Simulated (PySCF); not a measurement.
Ranking problems on computed properties.

Species are written as SMILES; each is one conformer at its optimised geometry, gas phase, non-relativistic unless stated; the electronic structure was computed with PySCF and density fitting.

The conformers computed, where there is a choice (atom-mapped SMILES and torsion angles):
- `[CH2:1]=[CH:2][SiH2:3][PH:4][SiH2:5][Cl:6]`: C1–C2–Si3–P4 -3°, C2–Si3–P4–Si5 -79°, Si3–P4–Si5–Cl6 -49°
- `[CH:1]#[C:2][CH2:3][C:4](=[CH2:5])[SiH3:6]`: C2–C3–C4–C5 -115°
- `[CH2:1]=[C:2]([Si@@H:3]([OH:4])[CH2:5][SiH3:6])[S@:7]([CH3:8])=[O:9]`: C1–C2–Si3–O4 -163°, C2–Si3–C5–Si6 180°, C1–C2–S7–C8 -103°, H–O4–Si3–C2 -1°
- `[CH:1]#[C:2][P@@:3](=[O:4])([OH:5])[CH:6]([CH3:7])[CH3:8]`: C2–P3–C6–C7 -56°, H–O5–P3–C2 -112°
- `[CH:1]#[C:2][SiH2:3]/[CH:4]=[CH:5]\[CH3:6]`: C2–Si3–C4–C5 56°

The conformers of `F[Si@@H]1CCC(=S)C1` aren't listed.

(1) Rank by static isotropic polarisability, lowest first (CAM-B3LYP/def2-SVPD at GFN2-xTB geometries).
A. `C=C[SiH2]P[SiH2]Cl`
B. `[SiH]1(C#CC)CC1`
C. `F[Si@@H]1CCC(=S)C1`
D. `C#CCC(=C)[SiH3]`

(2) Rank by HOMO–LUMO gap, highest first (CAM-B3LYP/def2-SVPD at GFN2-xTB geometries).
A. `C=C[SiH2]P[SiH2]Cl`
B. `F[Si@@H]1CCC(=S)C1`
C. `C#CCC(=C)[SiH3]`
D. `CC#C[SiH]1CC1`

(3) Rank by smallest rotational constant, lowest first (GFN2-xTB).
A. `C#C[P@@](=O)(O)C(C)C`
B. `C#C[SiH2]/C=C\C`
C. `C=C([Si@@H](O)C[SiH3])[S@](C)=O`
D. `C=C[SiH2]P[SiH2]Cl`

(4) Give the two extremes of that set in cm⁻¹.

(5) Rank by lowest singlet excitation, highest first (TDDFT CAM-B3LYP/def2-SVPD at GFN2-xTB geometries).
A. `[SiH]1(CC1)C#CC`
B. `C#CCC(=C)[SiH3]`
C. `F[Si@@H]1CCC(=S)C1`
D. `C=C[SiH2]P[SiH2]Cl`

(6) By how much do the two ends of that ranking differ?

Results:

(1) D (83.7 au), B (87.3 au), C (89.9 au), A (115.6 au).

(2) C (9.80 eV), A (9.11 eV), D (8.70 eV), B (6.70 eV).

(3) C (0.459 GHz), D (0.806 GHz), A (1.185 GHz), B (1.471 GHz).

(4) `C=C([Si@@H](O)C[SiH3])[S@](C)=O`: 0.0153 cm⁻¹; `C#C[SiH2]/C=C\C`: 0.0491 cm⁻¹.

(5) B (6.46 eV), D (6.20 eV), A (5.58 eV), C (2.51 eV).

(6) By 3.95 eV, between `C#CCC(=C)[SiH3]` and `F[Si@@H]1CCC(=S)C1`.
